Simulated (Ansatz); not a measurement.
Correlation energies of ClF3Ge, SMILES `[F][Ge]([F])([F])[Cl]` by basis set

Cartesian coordinates in Å:
```
F 1.470 -0.675 0.574
Ge 0.014 -0.039 -0.025
F 0.259 0.357 -1.659
F -1.152 -1.272 0.037
Cl -0.591 1.629 1.073
```

Charge 0, multiplicity 1. Correlated methods include outer-core shells of Ge, which these sets cover unevenly. Scalar relativity is left out up to krypton. Geometry: relaxed with PBE0-D4/def2-TZVP. Frozen core, restricted reference, Ansatz 0.2.0.

| basis | HF (Eh) | MP2 corr. |
| --- | --- | --- |
| def2-SVP | -2832.68348 | -0.91069 |
| def2-TZVPP | -2833.50413 | -1.17535 |
| def2-QZVPP | -2833.57411 | -1.52935 |

Problem. Estimate the CCSD correlation energy and the (T) correction in each basis where they were run (hartree).

Solution. 
| basis | CCSD corr. | (T) |
| --- | --- | --- |
| def2-SVP | -0.91538 | -0.01761 |
| def2-TZVPP | -1.18164 | -0.03925 |
